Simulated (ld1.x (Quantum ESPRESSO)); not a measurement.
## boron: ultrasoft pseudisation with LDA (PZ), scalar-relativistic reference atom.

The input file (ld1.x (Quantum ESPRESSO) 7.5):

```
&input
   title='B', zed=5., rel=1, dft='PZ', iswitch=3,
   config='[He] 2s2 2p1',
   nld=2, rlderiv=2.70, eminld=-3.0, emaxld=5.0, deld=0.02
 /
 &inputp
   pseudotype=3, tm=.true., lloc=-1, rcloc=1.80,
   nlcc=.true., new_core_ps=.true., rcore=0.70,
   which_augfun='PSQ', rmatch_augfun_nc=.true.,
   file_pseudopw='B.UPF', file_wfcaegen='ae.wfc', file_wfcncgen='nc.wfc', file_beta='beta', file_chi='chi', file_wfcusgen='us.wfc'
 /
4
2S  1  0   2.00   0.00  1.15  1.30  0.0
2S  1  0   0.00   2.25  1.15  1.30  0.0
2P  2  1   1.00   0.00  2.20  2.50  0.0
2P  2  1   0.00   2.45  2.20  2.50  0.0
 &test
   configts(1)='2s2 2p1'
 /
```

Command:

```bash
ld1.x < B.in > B.out
```

The program printed (shortened: banner, matrices, multipoles, cross overlaps and the repeated all-electron block are left out):

```
Program LD1 v.7.5
     --------------------------- All-electron run ----------------------------

     B
     scalar relativistic calculation

     atomic number is  5.00
     dft =PZ   lsd =0 sic =0 latt =0  beta=0.20 tr2=1.0E-14
     Exchange-correlation= PZ
                           (   1   1   0   0   0   0   0)
     mesh =1059 r(mesh) = 101.04461 a.u. xmin = -7.00 dx = 0.01250
     1 Ry =  13.60569312 eV, c = 137.03599908

     n l     nl                  e(Ry)          e(Ha)          e(eV)
     1 0     1S 1( 2.00)       -13.1316        -6.5658      -178.6638
     2 0     2S 1( 2.00)        -0.6901        -0.3451        -9.3898
     2 1     2P 1( 1.00)        -0.2734        -0.1367        -3.7204

     final scf error:  2.8E-15 reached in  32 iterations

     Etot =     -48.701118 Ry,     -24.350559 Ha,    -662.612468 eV

     Ekin =      48.362292 Ry,      24.181146 Ha,     658.002502 eV
     Encl =    -113.027233 Ry,     -56.513616 Ha,   -1537.813844 eV
     Eh   =      23.011419 Ry,      11.505709 Ha,     313.086301 eV
     Exc  =      -7.047596 Ry,      -3.523798 Ha,     -95.887428 eV

     normalization and overlap integrals

     s(1S/1S) =  1.000000  <r> =   0.3322  <r2> =    0.1500  r(max) =   0.2129
     s(2S/2S) =  1.000000  <r> =   1.9653  <r2> =    4.6702  r(max) =   1.5152
     s(2P/2P) =  1.000000  <r> =   2.2891  <r2> =    6.8012  r(max) =   1.5536

     ------------------------ End of All-electron run ------------------------

     --------------------- Generating US pseudopotential ---------------------

      Generating local potential from pseudized AE potential:
      Matching radius rcloc =   1.8000

      Local pseudo, rcloc= 1.805 Estimated cut-off energy=     7.35 Ry

      Computing core charge for nlcc:

       r > 0.71 : true rho core
      Core charge pseudized with two Bessel functions
      Integrated core pseudo-charge :   0.97
      Wfc-us  2S rcutus= 1.304  Estimated cut-off energy=    25.23 Ry
      Wfc-us  2S rcutus= 1.304  Estimated cut-off energy=    30.69 Ry
      Wfc-us  2P rcutus= 2.498  Estimated cut-off energy=    12.48 Ry
      Wfc-us  2P rcutus= 2.498  Estimated cut-off energy=    11.78 Ry

     Q pseudized with Bessel functions
     Expected ecutrho=     142.4206 due to l1=  0   l2=  1

     ------------------- End of pseudopotential generation -------------------

     Computing logarithmic derivative in   2.70968
     Computing logarithmic derivative in   2.70968
     Computing the partial wave expansion
     R is outside the sphere for l=    0 j= 0.00
     R is outside the sphere for l=    0 j= 0.00
     R is outside the sphere for l=    1 j= 0.00
     R is outside the sphere for l=    1 j= 0.00

     ---------------------- Testing the pseudopotential ----------------------

     B
     scalar relativistic calculation

     atomic number is  5.00   valence charge is  3.00
     dft =PZ   lsd =0 sic =0 latt =0  beta=0.20 tr2=1.0E-14
     mesh =1059 r(mesh) = 101.04461 xmin = -7.00 dx = 0.01250

     n l     nl             e AE (Ry)        e PS (Ry)    De AE-PS (Ry)
     1 0     2S   1( 2.00)       -0.69014       -0.69014        0.00000
     2 1     2P   1( 1.00)       -0.27344       -0.27344        0.00000

     eps = 1.0E-15  iter =  3

     Etot =     -48.701118 Ry,     -24.350559 Ha,    -662.612468 eV
     Etotps =    -6.652207 Ry,      -3.326103 Ha,     -90.507883 eV

     Ekin =       1.965002 Ry,       0.982501 Ha,      26.735209 eV
     Encl =     -10.284697 Ry,      -5.142349 Ha,    -139.930435 eV
     Ehrt =       3.983985 Ry,       1.991992 Ha,      54.204873 eV
     Ecxc =      -3.164218 Ry,      -1.582109 Ha,     -43.051377 eV
     (Ecc =      -1.446006 Ry,      -0.723003 Ha,     -19.673912 eV)
     Epseu=       0.847722 Ry,       0.423861 Ha,      11.533847 eV

     ---------------------- End of pseudopotential test ----------------------
```

Generation and configuration tests took about 1.6 s on one core of a shared server CPU.

Transferability test of the new file with ld1.x, input:

```
&input
   title='B', zed=5., rel=1, dft='PZ', iswitch=2,
   config='[He] 2s2 2p1'
 /
 &test
   file_pseudo='B.UPF', nconf=10,
   configts(1)='2s2 2p1',
   configts(2)='2s2 2p0',
   configts(3)='2s1 2p0',
   configts(4)='2s2 2p0.5',
   configts(5)='2s1 2p2',
   configts(6)='2s2 2p1.3',
   configts(7)='2s1 2p1',
   configts(8)='2s0 2p3',
   configts(9)='2s2 2p1', lsdts(9)=1,
   configts(10)='2s1 2p0', lsdts(10)=1
 /
```

```bash
ld1.x < B.test.in > B.test.out
```

Pseudopotential blocks of its output, shortened (energy terms left out):

```
     ---------------------- Testing the pseudopotential ----------------------

     n l     nl             e AE (Ry)        e PS (Ry)    De AE-PS (Ry)
     1 0     2S   1( 2.00)       -0.69014       -0.69014        0.00000
     2 1     2P   1( 1.00)       -0.27344       -0.27344        0.00000

     eps = 1.0E-15  iter =  3

     Etot =     -48.701118 Ry,     -24.350559 Ha,    -662.612468 eV
     Etotps =    -6.652207 Ry,      -3.326103 Ha,     -90.507883 eV

     ---------------------- End of pseudopotential test ----------------------

          ---------------------- Testing the pseudopotential ----------------------

     n l     nl             e AE (Ry)        e PS (Ry)    De AE-PS (Ry)
     1 0     2S   1( 2.00)       -1.42714       -1.42861        0.00147
     2 1     2P   1( 0.00)       -0.98934       -0.99278        0.00344

     eps = 1.1E-18  iter =  6

     Etot =     -48.089125 Ry,     -24.044563 Ha,    -654.285884 eV
     Etotps =    -6.039108 Ry,      -3.019554 Ha,     -82.166246 eV
     dEtot_ae =       0.611993 Ry
     dEtot_ps =       0.613099 Ry,   Delta E=      -0.001106 Ry

     ---------------------- End of pseudopotential test ----------------------

          ---------------------- Testing the pseudopotential ----------------------

     n l     nl             e AE (Ry)        e PS (Ry)    De AE-PS (Ry)
     1 0     2S   1( 1.00)       -2.30349       -2.30395        0.00046
     2 1     2P   1( 0.00)       -1.87553       -1.88299        0.00746  !

     eps = 2.9E-15  iter =  7

     Etot =     -46.229265 Ry,     -23.114633 Ha,    -628.981198 eV
     Etotps =    -4.178104 Ry,      -2.089052 Ha,     -56.846002 eV
     dEtot_ae =       2.471853 Ry
     dEtot_ps =       2.474103 Ry,   Delta E=      -0.002250 Ry

     ---------------------- End of pseudopotential test ----------------------

          ---------------------- Testing the pseudopotential ----------------------

     n l     nl             e AE (Ry)        e PS (Ry)    De AE-PS (Ry)
     1 0     2S   1( 2.00)       -1.03331       -1.03356        0.00025
     2 1     2P   1( 0.50)       -0.60236       -0.60313        0.00078

     eps = 3.8E-18  iter =  7

     Etot =     -48.484819 Ry,     -24.242409 Ha,    -659.669567 eV
     Etotps =    -6.435767 Ry,      -3.217884 Ha,     -87.563074 eV
     dEtot_ae =       0.216299 Ry
     dEtot_ps =       0.216439 Ry,   Delta E=      -0.000140 Ry

     ---------------------- End of pseudopotential test ----------------------

          ---------------------- Testing the pseudopotential ----------------------

     n l     nl             e AE (Ry)        e PS (Ry)    De AE-PS (Ry)
     1 0     2S   1( 1.00)       -0.72416       -0.72335       -0.00081
     2 1     2P   1( 2.00)       -0.30511       -0.30473       -0.00038

     eps = 6.7E-18  iter =  7

     Etot =     -48.283209 Ry,     -24.141604 Ha,    -656.926520 eV
     Etotps =    -6.234509 Ry,      -3.117254 Ha,     -84.824814 eV
     dEtot_ae =       0.417910 Ry
     dEtot_ps =       0.417698 Ry,   Delta E=       0.000212 Ry

     ---------------------- End of pseudopotential test ----------------------

          ---------------------- Testing the pseudopotential ----------------------

     n l     nl             e AE (Ry)        e PS (Ry)    De AE-PS (Ry)
     1 0     2S   1( 2.00)       -0.51533       -0.51542        0.00009
     2 1     2P   1( 1.30)       -0.10988       -0.10989        0.00002

     eps = 7.6E-16  iter =  7

     Etot =     -48.757886 Ry,     -24.378943 Ha,    -663.384841 eV
     Etotps =    -6.708973 Ry,      -3.354487 Ha,     -91.280233 eV
     dEtot_ae =      -0.056768 Ry
     dEtot_ps =      -0.056767 Ry,   Delta E=      -0.000002 Ry

     ---------------------- End of pseudopotential test ----------------------

          ---------------------- Testing the pseudopotential ----------------------

     n l     nl             e AE (Ry)        e PS (Ry)    De AE-PS (Ry)
     1 0     2S   1( 1.00)       -1.43301       -1.43128       -0.00172
     2 1     2P   1( 1.00)       -0.99517       -0.99520        0.00003

     eps = 7.8E-18  iter =  7

     Etot =     -47.651322 Ry,     -23.825661 Ha,    -648.329265 eV
     Etotps =    -5.603148 Ry,      -2.801574 Ha,     -76.234711 eV
     dEtot_ae =       1.049796 Ry
     dEtot_ps =       1.049059 Ry,   Delta E=       0.000737 Ry

     ---------------------- End of pseudopotential test ----------------------

          ---------------------- Testing the pseudopotential ----------------------

     n l     nl             e AE (Ry)        e PS (Ry)    De AE-PS (Ry)
     1 0     2S   1( 0.00)       -0.75290       -0.75142       -0.00148
     2 1     2P   1( 3.00)       -0.33189       -0.33125       -0.00064

     eps = 1.0E-15  iter =  8

     Etot =     -47.863152 Ry,     -23.931576 Ha,    -651.211364 eV
     Etotps =    -5.815081 Ry,      -2.907541 Ha,     -79.118214 eV
     dEtot_ae =       0.837966 Ry
     dEtot_ps =       0.837125 Ry,   Delta E=       0.000841 Ry

     ---------------------- End of pseudopotential test ----------------------

          ---------------------- Testing the pseudopotential ----------------------

     n l     nl             e AE (Ry)        e PS (Ry)    De AE-PS (Ry)
     1 0     2S   1( 1.00)       -0.71900       -0.71926        0.00026
     2 1     2P   1( 1.00)       -0.29951       -0.29919       -0.00032
     1 0     2S   2( 1.00)       -0.64200       -0.64203        0.00003
     2 1     2P   2( 0.00)       -0.23024       -0.23074        0.00050

     eps = 1.1E-15  iter =  9

     Etot =     -48.718390 Ry,     -24.359195 Ha,    -662.847470 eV
     Etotps =    -6.669275 Ry,      -3.334638 Ha,     -90.740109 eV
     dEtot_ae =      -0.017272 Ry
     dEtot_ps =      -0.017068 Ry,   Delta E=      -0.000204 Ry

     ---------------------- End of pseudopotential test ----------------------

          ---------------------- Testing the pseudopotential ----------------------

     n l     nl             e AE (Ry)        e PS (Ry)    De AE-PS (Ry)
     1 0     2S   1( 1.00)       -2.37896       -2.37915        0.00019
     2 1     2P   1( 0.00)       -1.94657       -1.95466        0.00809  !
     1 0     2S   2( 0.00)       -2.09168       -2.09495        0.00327
     2 1     2P   2( 0.00)       -1.68047       -1.68978        0.00931  !

     eps = 5.7E-15  iter =  5

     Etot =     -46.282797 Ry,     -23.141398 Ha,    -629.709529 eV
     Etotps =    -4.231301 Ry,      -2.115651 Ha,     -57.569787 eV
     dEtot_ae =       2.418321 Ry
     dEtot_ps =       2.420905 Ry,   Delta E=      -0.002584 Ry

     ---------------------- End of pseudopotential test ----------------------
```
